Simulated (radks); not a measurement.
The numbers below are computed, except where a source is named.
Valence configurations of Au (all share [Xe]). Code: a radial shooting solver on a logarithmic mesh with Libxc functionals. Model: non-relativistic Kohn-Sham, TPSS, spin-unpolarised, spherical densities, point nucleus; meta-GGA in the generalised Kohn-Sham scheme; relativity is left out, which matters for an element this heavy. Energies are relative to 4f14 5d10 6s1; eigenvalues in eV.

valence                E (eV)    e(4f)    e(5d)   e(6p)   e(6s)
4f14 5d10 6s1           0.000  -94.125   -8.057       -  -3.900
4f13 5d10 6s1 6p1      101.76  -112.09  -13.926  -1.949  -6.157
4f14 5d9 6s1 6p1        9.104  -99.885  -12.685  -1.962  -6.131
4f14 5d10 6p1           3.423  -95.964   -9.899  -1.493       -
4f13 5d10 6p2          106.06  -113.55  -15.341  -2.613       -
4f14 5d9 6s2            5.054  -98.265  -11.102       -  -5.136
4f14 5d9 6s1.5 6p0.5    7.046  -99.116  -11.936  -1.612  -5.667
4f13 5d9 6s2 6p1       110.52  -116.51  -17.052  -2.500  -7.268
4f14 5d8 6s1 6p2       21.368  -105.45  -16.902  -3.100  -7.960
4f14 5d10 6s0.5 6p0.5   1.666  -95.114   -9.051  -1.106  -4.542

NIST lists [Xe] 4f14 5d10 6s1 as the ground configuration; this level of theory agrees among the configurations tried. The energies are those of spherical spin-averaged densities, not of single terms. Relativity is left out, which favours d and f over s occupation in heavy atoms.
